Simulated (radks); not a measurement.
The mean radii <r> (bohr) of the occupied orbitals of an atom or ion are listed with their occupations. All-electron calculation, scalar-relativistic Kohn-Sham, PBEsol, spin-polarised, spherical densities, finite nucleus; Fermi nuclear charge, rms radius of each element as measured or else 0.836 A^(1/3) + 0.57 fm. Program: a radial shooting solver on a logarithmic mesh with Libxc functionals.

orbital  occ.      <r>
1s down     1  0.01967
1s up       1  0.01967
2s up       1  0.08339
2s down     1  0.08338
2p up       3  0.07418
2p down     3  0.07418
3s up       1   0.2166
3s down     1   0.2165
3p up       3   0.2160
3p down     3   0.2159
3d up       5   0.1959
3d down     5   0.1957
4s up       1   0.4703
4s down     1   0.4706
4p up       3   0.4917
4p down     3   0.4921
4d up       5   0.5089
4d down     5   0.5096
4f up       3   0.5101

Name the element and its charge. Open shells, if any, are filled with parallel spins first.

Answer. Z = 70, ytterbium, charge +21: Yb21+ in [Kr] 4d10 4f3. The 1s radius gives Z: for a bare nucleus <r> = (2 gamma + 1)/(2Z) with gamma = sqrt(1 - (Z/c)^2), 0.01942 bohr for Z = 70, and screening makes it slightly larger (0.01967 here). The occupations add up to 49, and the charge is Z minus that.
